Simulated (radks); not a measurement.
Spherical jellium clusters: N electrons in a uniform positive sphere of charge N and radius rs N^(1/3), rs = 5.01 bohr. Method: non-relativistic Kohn-Sham, LDA (Slater exchange, Perdew-Wang correlation), spin-polarised, spherical densities; computed with a radial shooting solver with Libxc functionals. Levels are named by radial order and angular momentum (1s, 1p, 1d, 2s, ...), and open shells are averaged over m.

N = 24, configuration 1s2 1p6 1d10 2s2 1f(up 4, down 0). This is the lowest configuration that the search found. Occupied and some empty levels:

level    occupation  eigenvalue (eV)  <r> (bohr)
1s up             1          -3.9883       9.288
1s down           1          -3.8694       8.901
1p up             3          -3.5830       10.58
1p down           3          -3.4261       10.42
1d up             5          -3.0288       11.48
1d down           5          -2.8536       11.44
2s up             1          -2.6099       8.758
2s down           1          -2.5352       8.977
1f up             4          -2.3513       12.24
1f down           0          -2.1702       12.27
2p up             0          -1.7824       10.57
2p down           0          -1.7017       10.65
1g up             0          -1.5738       12.98
1g down           0          -1.3962       13.08
2d up             0         -0.98546       12.69
2d down           0         -0.89933       12.82

Energy (eV): total -44.1131, kinetic 28.240, external -1293.9, Hartree 643.90, exchange-correlation -73.107, background 650.75.

Electron density:

r (bohr)  n(r) (e/bohr^3)
1.03             0.002665
2.74             0.002279
4.46             0.001841
6.17             0.001700
7.89             0.001941
9.60             0.002246
11.3             0.002087
13.0             0.001327
14.7            0.0005351
16.5            0.0001507
18.2           0.00003516
19.9            7.304e-06
21.6            1.450e-06
